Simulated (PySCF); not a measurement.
## Electron correlation in Ti²⁰⁺ (titanium, charge +20)

1s2, closed-shell 1S. All numbers are calculated (PySCF 2.14, the non-relativistic Hamiltonian (point nucleus), in an uncontracted even-tempered set (15 s from 18 bohr⁻², ratio 2.2; 7 p from 28 bohr⁻², ratio 2.4; 4 d from 85 bohr⁻², ratio 2.4; 3 f from 130 bohr⁻², ratio 2.4; 3 g from 190 bohr⁻², ratio 2.4)). Frozen: nothing; 2 electrons correlated; the 11 highest virtual orbitals of each spin left out.

With two correlated electrons CCSD is exact within the correlated space (frozen core and kept virtual orbitals).

```tsv
level	correlation energy (mhartree)
CCSD	-45.55
```

Diagnostics: T1 = 4.6e-06, D1 = 0.0000, largest double amplitude 0.002.

**Question.** Is a single reference adequate?

**Answer.** Yes, within this model without spin-orbit coupling: T1 lies below 0.03 and no double amplitude reaches 0.07.
